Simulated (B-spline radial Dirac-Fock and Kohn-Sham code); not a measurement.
**Core-level shifts of osmium with charge state**

The computed values come from a radial atomic solver: Dirac-Fock energy differences between relaxed states, corrected for Breit and QED terms. Each ion is free and in its tabulated ground configuration. Correlation and solid-state effects are left out.

Reference: Os¹⁶⁺, [Kr] 4d10 4f12 5s2, with 3p1/2 3176.0 eV, 3p3/2 2841.4 eV, 3d5/2 2340.7 eV, 4d5/2 641.6 eV, 4f 409.7 eV, Kα1 (K-L3) 62998.7 eV, Kβ1 (K-M3) 71413.2 eV, Lα1 (L3-M5) 8915.3 eV. Shifts from it, in eV (a dash: the subshell is empty, belongs to an open shell averaged over j, or its hole state is left out as unreliable):

| ion | configuration | 3p1/2 | 3p3/2 | 3d5/2 | 4d5/2 | 4f | Kα1 | Kβ1 | Lα1 |
| --- | --- | --- | --- | --- | --- | --- | --- | --- | --- |
| Os¹⁷⁺ | [Kr] 4d10 4f12 5s1 | ? | ? | ? | ? | ? | ? | ? | ? |
| Os¹⁸⁺ | [Kr] 4d10 4f12 | +63.4 | +63.3 | +63.7 | +60.3 | +60.0 | +2.56 | +5.09 | +2.09 |
| Os¹⁹⁺ | [Kr] 4d10 4f11 | +111.7 | +111.5 | +111.9 | +101.5 | +102.0 | +1.59 | +3.31 | +1.35 |
| Os²⁰⁺ | [Kr] 4d10 4f10 | +161.7 | +161.3 | +161.6 | +143.8 | +145.3 | +0.56 | +1.51 | +0.64 |

Task: Give the missing shifts for Os¹⁷⁺.

Result: 3p1/2 +31.4, 3p3/2 +31.3, 3d5/2 +31.5, 4d5/2 +29.9, 4f +29.7, Kα1 +0.97, Kβ1 +2.20, Lα1 +1.02 (eV).

Over this range M2 (3p1/2) moves by +161.7 eV and Kα1 by +0.6 eV: a line is a difference of two levels that shift in the same direction.
